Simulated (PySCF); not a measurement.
Computed shifts of a molecule C5H4F2O, PBE0/pcSseg-1 run with PySCF, GIAO, gas phase, equivalent atoms averaged, in ppm (number of nuclei): ¹³C: 199.3 (1), 171.4 (1), 142.0 (1), 116.2 (1), 45.4 (1). ¹⁹F: -137.8 (2). ¹H: 8.07 (1), 6.70 (1), 3.24 (2). References: ¹⁷O against H2O (σ = 334.2 ppm); ¹³C against TMS (σ = 186.3 ppm); ¹⁹F against CFCl3 (σ = 167.2 ppm); ¹H against TMS (σ = 31.56 ppm), references at their B3LYP-D3(BJ)/def2-TZVP geometries, non-relativistic. The structure is a stationary point at PBE0-D3(BJ)/def2-SVP. The values are those of a single conformer.

Question: Identify the compound among the candidates.
(A) C=C1COC(F)=C1F
(B) FC1=COC(F)=CC1
(C) O=C1C=CCC1(F)F
(D) C=C=C1COC1(F)F

Answer: C, O=C1C=CCC1(F)F
